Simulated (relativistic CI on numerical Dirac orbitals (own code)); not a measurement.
**Magnetism of Tc⁴⁺, 4d3, in a crystal field**

Calculated by Dirac-Coulomb-Breit CI, orbitals from a KLI potential per configuration, a model potential for QED, valence Slater integrals scaled by 0.7, one configuration in a parametric crystal field (own radial code).

Field parameters in Wybourne normalisation: D3d B²₀ = −7Dσ, B⁴₀ = −14Dq − 21Dτ, B⁴₃ = −14√(10/7) Dq; D4h B²₀ = −7Ds, B⁴₀ = 21(Dq − Dt), B⁴₄ = 21√(5/14) Dq; Oh B⁴₀ = 21Dq, B⁴₄ = √(5/14) B⁴₀; Td as Oh with Dq negative (B⁴₀ = 21Dq, B⁴₄ = √(5/14) B⁴₀). The field is a parameter set, without covalency.

S is read from ⟨S²⟩ = S(S + 1).

Powder χT (cm³ K mol⁻¹) by Van Vleck's formula, with temperature-independent terms:

```
                                       Field    2 K    5 K   10 K   20 K   50 K  100 K  200 K  300 K
 D3d, 10Dq = 31250, Dσ = 1040, Dτ = -90 cm⁻¹    1.1   1.24   1.42   1.59   1.68    1.7   1.71   1.72
 D4h, 10Dq = 17150, Ds = 770, Dt = -570 cm⁻¹   1.12   1.36   1.51   1.58    1.6   1.61   1.62   1.63
D4h, 10Dq = 28150, Ds = 1370, Dt = -350 cm⁻¹   1.48   1.64   1.67   1.69   1.69   1.69    1.7   1.71
                       Oh, 10Dq = 31200 cm⁻¹    1.7    1.7    1.7    1.7    1.7   1.71   1.71   1.72
                       Oh, 10Dq = 36300 cm⁻¹   1.72   1.72   1.72   1.72   1.73   1.73   1.73   1.74
                       Td, 10Dq = -5700 cm⁻¹   0.19  0.192  0.196  0.204  0.227  0.266  0.344  0.428
                       Td, 10Dq = -9000 cm⁻¹  0.269  0.272  0.276  0.283  0.307  0.346  0.423  0.502
                      Td, 10Dq = -11350 cm⁻¹   0.33  0.332  0.335  0.341  0.359  0.389  0.449  0.509
```

Task: For D4h, 10Dq = 28150, Ds = 1370, Dt = -350 cm⁻¹: what effective moment follows at 300 K?

Result: μ_eff = √(8χT) = 3.70 μB. The ground level has S = 1.50; the spin-only moment for S = 3/2 is 3.88 μB. The difference comes from the orbital moment, spin-orbit mixing of terms and temperature-independent paramagnetism, all larger in this ionic model than in covalent complexes.
